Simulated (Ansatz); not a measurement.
Single points on Ta(NH)F3 (TaNF₃H).

```yaml
crystal:
  periodic: [false, false, false]
  atoms:
    - {symbol: Ta, position_ang: [-0.006741, -0.003246, -0.473779]}
    - {symbol: N, position_ang: [0.018184, 0.008898, 1.288309]}
    - {symbol: H, position_ang: [0.032709, 0.015770, 2.302338]}
    - {symbol: F, position_ang: [1.783927, -0.002137, -1.064483]}
    - {symbol: F, position_ang: [-0.918529, 1.548216, -1.036867]}
    - {symbol: F, position_ang: [-0.909548, -1.567511, -1.015518]}
basis:
  gaussian: {orbitals: def2-TZVP, initial_orbitals: start.molden}
hamiltonian: {xc: hf}
scf: {omitted_lower_state_checks: [starts]}
output: {orbitals: {seedname: orbitals}}
```

The file start.molden holds the orbitals of an earlier run on this structure, at another level or in another basis.

```sh
$ ansatz run in.yaml --threads 2 --pin off --events-out ev --progress --plain --max-ram 4352MiB
```

Output, abridged:

```
Functional definition: HF
1351 factors; their error is unknown
mean field evaluation 1: about -11158.8512 eV, gradient 3.1e1 eV
mean field evaluation 2: about -11160.1164 eV, gradient 1.8e0 eV
mean field evaluation 4: about -11160.3408 eV, gradient 5.5e-1 eV
mean field -11160.34109006 eV, -410.1349703088 hartree, gradient 1.7e-5 eV, S^2 0.000000; 0 other end points of the search recorded, 0 dependent functions left out
reference -11160.34109006 eV, -410.1349703088 hartree; 24, 24 occupied and 146, 146 virtual orbitals, 1351 factors
Total energy: -11160.34109006 eV, -410.1349703088 hartree
Checks for a lower state left out: starts
```

Run time 1.6 s (2 threads of Arm Neoverse V1 on a shared host).

The first input with `gaussian: {orbitals: def2-SVP, initial_orbitals: start.molden}`, `hamiltonian: {xc: pbe, dispersion: d4}` (abridged; 1.4 s):

```
Functional definition: PBE
mean field -11199.36417556 eV, -411.5690422501 hartree, gradient 3.2e-5 eV, S^2 0.000000
Total energy: -11199.47620438 eV, -411.5731592332 hartree
Checks for a lower state left out: starts
```

First input, but with `hamiltonian: {xc: {name: B97M-V}}` (abridged; 11 s):

```
Functional definition: B97M-V
mean field -11216.66908947 eV, -412.2049861065 hartree, gradient 2.1e-5 eV, S^2 0.000000
Total energy: -11216.66914831 eV, -412.2049882691 hartree
Checks for a lower state left out: starts
```

The first input with `hamiltonian: {xc: pbe, dispersion: d4}` (abridged; 2.2 s):

```
Functional definition: PBE
mean field -11211.50137196 eV, -412.0150759909 hartree, gradient 1.4e-5 eV, S^2 0.000000
Total energy: -11211.61338128 eV, -412.0191922575 hartree
Checks for a lower state left out: starts
```

First input, but with `correlation: {method: mp2}` and without the key `hamiltonian` (abridged; 2.6 s):

```
Functional definition: HF
mean field -11160.34111280 eV, -410.1349711445 hartree, gradient 8.7e-6 eV, S^2 0.000000
4 core orbitals not correlated: weight in the atoms' cores, before any rotation towards them, 1.000 or more for the frozen orbitals, at most 0.000 for the correlated occupied ones
second order -35.89864707 eV of doubles, -0.00000000 eV of singles
Total energy: -11196.23975987 eV, -411.4542220913 hartree
Checks for a lower state left out: starts
```

First input, but with `hamiltonian: {xc: r2scan, dispersion: d4}` (abridged; 4.9 s):

```
Functional definition: r2SCAN
mean field -11216.64139532 eV, -412.2039683653 hartree, gradient 1.1e-5 eV, S^2 0.000000
Total energy: -11216.66729379 eV, -412.2049201166 hartree
Checks for a lower state left out: starts
```

First input, but with `gaussian: {orbitals: def2-TZVPP, initial_orbitals: start.molden}`, `correlation: {method: ccsd_t}` and without the key `hamiltonian` (abridged; 3.8 min):

```
Functional definition: HF
mean field -11160.64132717 eV, -410.1460038190 hartree, gradient 9.8e-6 eV, S^2 0.000000
4 core orbitals not correlated: weight in the atoms' cores, before any rotation towards them, 1.000 or more for the frozen orbitals, at most 0.000 for the correlated occupied ones
second order -37.22689037 eV of doubles, -0.00000000 eV of singles
cycle   1  -35.12787885 eV  change     2.1e0 eV  update   2.1e-1
cycle   2  -36.23461876 eV  change    -1.1e0 eV  update   1.0e-1
cycle   3  -36.48743761 eV  change   -2.5e-1 eV  update   3.2e-2
cycle   4  -36.47976572 eV  change    7.7e-3 eV  update   1.1e-2
cycle   5  -36.46353058 eV  change    1.6e-2 eV  update   3.1e-3
cycle   6  -36.46426018 eV  change   -7.3e-4 eV  update   1.3e-3
cycle   7  -36.46519213 eV  change   -9.3e-4 eV  update   6.5e-4
cycle   8  -36.46476733 eV  change    4.2e-4 eV  update   2.7e-4
cycle   9  -36.46477193 eV  change   -4.6e-6 eV  update   1.1e-4
cycle  10  -36.46492077 eV  change   -1.5e-4 eV  update   4.9e-5
cycle  11  -36.46480383 eV  change    1.2e-4 eV  update   2.0e-5
cycle  12  -36.46479911 eV  change    4.7e-6 eV  update   8.8e-6
perturbative correction -1.53720842 eV, -0.0564913673 hartree
Total energy: -11198.64333470 eV, -411.5425518370 hartree
Checks for a lower state left out: starts
```

Geometry: r2SCAN-D4/def2-SVP.

In the def2 sets Ta takes a core potential; there is no spin–orbit coupling. Correlated methods freeze 4 core orbitals; core or outer-core shells of Ta are correlated, in sets that lack core-valence functions.
